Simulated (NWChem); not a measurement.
TiN₂H₃F; SMILES [NH]=[Ti]([NH2])[F]

```xyz
7

Ti    -0.0612    -0.1462     0.3039
N     -1.4509     0.7191     0.5957
H     -2.4418     0.9312     0.7058
F     -0.0641    -1.8903    -0.1136
N      1.4659     0.9498     0.4239
H      2.4225     0.6310     0.2737
H      1.4807     1.9435     0.6378
```
Atoms are numbered in this order, from 1.

Coordinates come from a PBE0/def2-SVP optimisation.

### Question
Give the principal values of the shielding tensors (ppm) of Ti1, N2, F4, N5 from KT2/pcSseg-1, GIAO (NWChem), with their diamagnetic and paramagnetic parts as GIAO splits them.

### Answer
```json
[
 {"atom": "Ti1", "σ11": "-949.8", "σ22": "-873.0", "σ33": "-108.8", "isotropic": "-643.9", "diamagnetic": "1611.7", "paramagnetic": "-2255.6"},
 {"atom": "N2", "σ11": "-500.4", "σ22": "-179.5", "σ33": "206.6", "isotropic": "-157.8", "diamagnetic": "325.9", "paramagnetic": "-483.7"},
 {"atom": "F4", "σ11": "-513.7", "σ22": "-40.5", "σ33": "287.0", "isotropic": "-89.1", "diamagnetic": "480.3", "paramagnetic": "-569.3"},
 {"atom": "N5", "σ11": "-270.9", "σ22": "181.1", "σ33": "216.2", "isotropic": "42.2", "diamagnetic": "319.4", "paramagnetic": "-277.3"}
]
```
